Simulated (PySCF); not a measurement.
# Pd(30+): ionisation energy

Pd(30+) [Ne] 3s2 3p4 (3P) → Pd(31+) [Ne] 3s2 3p3 (4S), as a difference of total energies. Calculation: PySCF 2.14, in an even-tempered Gaussian basis (18 s from 3.9 bohr⁻², ratio 2.5; 12 p from 5 bohr⁻², ratio 2.5; 5 d from 24 bohr⁻², ratio 2.7; 4 f from 36 bohr⁻², ratio 2.7); scalar relativity by spin-free X2C-1e. Correlated levels: outer shells: 1s2 frozen; virtual orbitals above 40 to 60 times the deepest correlated orbital energy dropped. The calculations carry no spin-orbit coupling.

```tsv
method	ionisation energy (eV)
UHF	1785.5
LDA	1788.1
PBE	1788.5
PBE0	1788.3
r2SCAN	1788.1
r2SCANh	1788.0
BHandHLYP	1787.9
MP2 (outer shells)	1786.6
SCS-MP2 (outer shells)	1786.6
```

Spin-orbit coupling is strong in these open shells (close to jj coupling). The scalar numbers leave it out and a first-order estimate fails, so it can dominate the gap to the real levels.

Breit and QED terms and the two-electron picture change are absent.

For comparison: 1781.3 ± 2.3 eV (semi-empirical (NIST evaluation); NIST Atomic Spectra Database, ionization energies).
